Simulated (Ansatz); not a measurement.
Reaction (ligand exchange at the Si–O bond): `[SiH3][O][GaH2]` + `OBCO` → `OCBO[SiH3]` + `[OH][GaH2]`

Computed with Ansatz on PBE0-D4/def2-TZVP structures; ΔE is electronic, products minus reactants. CCSD(T)/CBS adds triple-zeta CCSD(T) − MP2 to the extrapolated MP2 energy (def2 sets, frozen cores). DFT in def2-TZVPP. For Ga outer-core shells are correlated without core-valence functions, which leaves a few kJ/mol of doubt a bond. Scalar relativity is left out up to krypton. One conformer a species, not always the lowest.

```csv
species,B2PLYP energy (Eh)
`[SiH3][O][GaH2]`,-2292.13369
`OBCO`,-216.38104
`OCBO[SiH3]`,-506.99068
`[OH][GaH2]`,-2001.51433
```

Q: Work out ΔE.

A: ΔE = (-506.99068) + (-2001.51433) − (-2292.13369) − (-216.38104) = 0.00972 Eh = +0.26 eV. CCSD(T)/CBS gives +0.26 eV.

Largest T1 diagnostic among the species: 0.015.
